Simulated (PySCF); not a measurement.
sesquifulvalene (C12H10), SMILES C1=CC=CC(=C2C=CC=C2)C=C1. The structure is a stationary point at PBE-D3(BJ)/def2-SVP.

Give the equilibrium geometry at PBE-D3(BJ)/def2-SVP (PySCF confirms it by a frequency run) as a Z-matrix, and its point group. (Estimate from the structure and the level; the computed values follow.)

point group C2v.
```
C
C 1 1.4078
C 1 1.4527 2 119.10
C 3 1.3759 1 131.40 2 180.00
H 3 1.0998 4 114.59 1 180.00
H 4 1.1025 3 115.11 5 0.00
C 4 1.4378 6 114.66 3 180.00
C 7 1.3745 4 127.48 6 180.00
H 7 1.1021 8 116.91 4 180.00
H 8 1.1021 7 116.91 9 0.00
C 8 1.4378 10 115.60 7 180.00
C 11 1.3759 8 130.23 10 180.00
H 12 1.0998 11 114.59 8 -180.00
H 11 1.1025 12 115.11 13 0.00
C 2 1.4623 1 126.80 3 180.00
C 15 1.3790 2 108.11 1 180.00
H 15 1.0964 16 125.52 2 180.00
H 16 1.0985 15 126.04 17 0.00
C 16 1.4582 18 125.27 15 180.00
C 19 1.3790 16 108.69 18 180.00
H 20 1.0964 19 125.52 16 180.00
H 19 1.0985 20 126.04 21 0.00
```
